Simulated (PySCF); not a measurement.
Calcium: a sound run and one with changed settings

Sound run: Ca [Ar] 4s2, Ca+ [Ar] 4s1. Computed with PySCF 2.14 in aug-cc-pVDZ-X2C (6s5p3d, 36 functions), with scalar relativity by spin-free X2C-1e. In the sound run the correlated levels freeze [Ar]. The sound run starts from symmetry-adapted Hartree-Fock orbitals and uses a fine grid where one is needed.

Changed run: basis STO-3G, all-electron and non-relativistic. This setting is unsound on purpose.

| species | method | sound run (hartree) | changed run (hartree) | converged |
| --- | --- | --- | --- | --- |
| Ca | UHF | -679.62922 | -669.98887 | yes |
| Ca | TPSS | -680.46433 | -670.72692 | yes |
| Ca | M06-2X | -680.47443 | -670.75052 | yes |
| Ca | MP2 | -679.64677 | -670.00456 | yes |
| Ca | CCSD(T) | -679.65715 | -670.01744 | yes |
| Ca+ | UHF | -679.44009 | -669.84136 | yes |
| Ca+ | TPSS | -680.24289 | -670.53748 | yes |
| Ca+ | M06-2X | -680.24255 | -670.55063 | yes |

Ionisation energy of Ca:

```json
{"method": "UHF", "sound run (eV)": "5.147", "changed run (eV)": "4.014"}
{"method": "TPSS", "sound run (eV)": "6.026", "changed run (eV)": "5.155"}
{"method": "M06-2X", "sound run (eV)": "6.310", "changed run (eV)": "5.439"}
{"method": "MP2", "sound run (eV)": "5.624", "changed run (eV)": "4.441"}
{"method": "SCS-MP2", "sound run (eV)": "5.720", "changed run (eV)": "4.526"}
{"method": "CCSD", "sound run (eV)": "5.907", "changed run (eV)": "4.791"}
{"method": "CCSD(T)", "sound run (eV)": "5.907", "changed run (eV)": "4.791"}
{"method": "CCSDT", "sound run (eV)": "5.907", "changed run (eV)": "4.791"}
{"method": "FCI", "sound run (eV)": "5.907", "changed run (eV)": "4.791"}
```

A minimal basis cannot let orbitals breathe on ionisation and holds almost no correlation. The Hamiltonian changed with the basis, so the totals do not compare.

For comparison, NIST gives 6.113 eV between the lowest levels.
